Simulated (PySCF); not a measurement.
C₃H₅NOSi, SMILES N#CC[SiH2]C=O. Atoms are numbered in the order given.

```xyz
11

N      0.0496     3.2597     0.0000
C      0.3492     2.1395     0.0000
C      0.6721     0.7230     0.0000
Si    -0.8717    -0.3906     0.0000
C     -0.1548    -2.1891     0.0000
O      1.0435    -2.3634     0.0000
H      1.2807     0.4674    -0.8830
H      1.2807     0.4674     0.8830
H     -1.7003    -0.1720     1.2176
H     -1.7003    -0.1720    -1.2176
H     -0.8517    -3.0742     0.0000
```
Charge 0, spin multiplicity 1.

Geometry optimised at B3LYP-D3(BJ)/def2-SVP. This is a generated structure with no PubChem entry under its InChIKey; it may be hypothetical. One conformer was computed; it need not be the lowest.

Level of theory: TDDFT-CAM-B3LYP/def2-SVPD run with PySCF.

Vertical excitations. The molecule is in vacuum. State labels are in the subgroup Cs.

```tsv
state	symmetry	energy (eV)	λ (nm)	f	main pairs
S1	A"	3.26	381	0.000	HOMO→LUMO 97 %
S2	A'	6.57	189	0.001	HOMO→LUMO+1 81 %
S3	A'	6.86	181	0.067	HOMO→LUMO+2 85 %
S4	A"	6.91	179	0.001	HOMO−1→LUMO 87 %
S5	A"	7.45	166	0.001	HOMO−1→LUMO+4 55 %, HOMO→LUMO+4 15 %
S6	A'	7.67	162	0.073	HOMO→LUMO+3 39 %, HOMO−2→LUMO+4 16 %, HOMO−1→LUMO+3 13 %, HOMO−2→LUMO 6 %
S7	A'	7.68	161	0.019	HOMO−2→LUMO 47 %, HOMO−3→LUMO 40 %
S8	A"	7.90	157	0.002	HOMO−2→LUMO+3 48 %, HOMO−2→LUMO+6 10 %, HOMO−2→LUMO+7 10 %, HOMO→LUMO+4 8 %
S9	A'	7.92	156	0.033	HOMO→LUMO+3 17 %, HOMO→LUMO+6 14 %, HOMO→LUMO+5 13 %, HOMO−3→LUMO 10 %
S10	A'	8.07	154	0.021	HOMO−2→LUMO 42 %, HOMO−3→LUMO 27 %, HOMO−1→LUMO+3 8 %, HOMO−2→LUMO+4 7 %
T1	A"	2.58	481	0	HOMO→LUMO 96 %
T2	A'	5.66	219	0	HOMO−6→LUMO 73 %, HOMO−3→LUMO 22 %
T3	A'	6.19	200	0	HOMO−2→LUMO+4 30 %, HOMO−1→LUMO+3 23 %, HOMO−1→LUMO+7 6 %, HOMO−1→LUMO+6 6 %
T4	A'	6.36	195	0	HOMO→LUMO+1 84 %
```
Triplets are in the Tamm–Dancoff approximation, which puts them higher than full response would, so one can lie above its singlet here.
